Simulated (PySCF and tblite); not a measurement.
Values are calculated unless marked as measured or tabulated.
C11H14S, numbered as in [CH3:1][CH:2]([CH3:3])[c:4]1[cH:5][cH:6][c:7]2[c:8]([cH:9]1)[C@H:10]([SH:11])[CH2:12]2.

The ensemble was built from 90 distance-geometry starts (ETKDG and KDG, MMFF94s, GFN2-xTB) and rests on GFN2-xTB geometries. Weights use PBE0-D3(BJ)/6-31G* energies plus GFN2-xTB zero-point and thermal terms (modes under about 100 cm⁻¹ blended into free rotors). Symmetry numbers and mirror images are counted. Conformers within 2.5 kcal/mol (GFN2-xTB free energy) were kept, 4 at most. Of two unlike H on one atom, a is the less shielded (PBE0/6-31G*). Run with PySCF (density fitting) and tblite.

An NOE distance is ⟨r⁻⁶⟩^(−1/6) over all pairs of like atoms and, for the average, over conformers.

Torsions listed: C1–C2–C4–C5, C12–C10–S11–H11. The 4-ring runs over atoms 7–8–10–12.

| conformer | shape | weight % |
| --- | --- | --- |
| 1 | 4-ring flat; -120°, 58° | 48.1 |
| 2 | 4-ring flat; 61°, 58° | 37.3 |
| 3 | 4-ring flat; -119°, 159° | 8.3 |
| 4 | 4-ring flat; 61°, 158° | 6.3 |

(1) Which H–H contacts under 3.5 Å would NOEs report (pairs on one atom left out) at 298.15 K?

The cap on conformers cut off some of the population, so the set may be incomplete.

Results:

(1) 
```tsv
pair	in 1 (Å)	in 2 (Å)	in 3 (Å)	in 4 (Å)	average (Å)
H2 ··· H5	2.25	3.75	2.25	3.75	2.46
H5 ··· H6	2.47	2.46	2.47	2.46	2.46
H10 ··· H12a	2.48	2.48	2.48	2.48	2.48
H1 ··· H2	2.59	2.59	2.59	2.59	2.59
H2 ··· H3	2.59	2.59	2.59	2.59	2.59
H2 ··· H9	3.79	2.29	3.79	2.29	2.60
H11 ··· H12b	2.71	2.71	3.95	3.94	2.78
H1 ··· H9	2.77	4.11	2.78	4.08	3.01
H10 ··· H12b	3.04	3.04	3.04	3.04	3.04
H3 ··· H9	2.81	4.05	2.80	4.07	3.05
H1 ··· H3	3.07	3.07	3.07	3.07	3.07
H1 ··· H5	4.06	2.74	4.05	2.75	3.09
H10 ··· H11	3.26	3.26	2.68	2.69	3.11
H3 ··· H5	4.01	2.78	4.03	2.77	3.12
H9 ··· H10	3.47	3.48	3.48	3.49	3.48
```

Longer pairs under the limit may be missing.
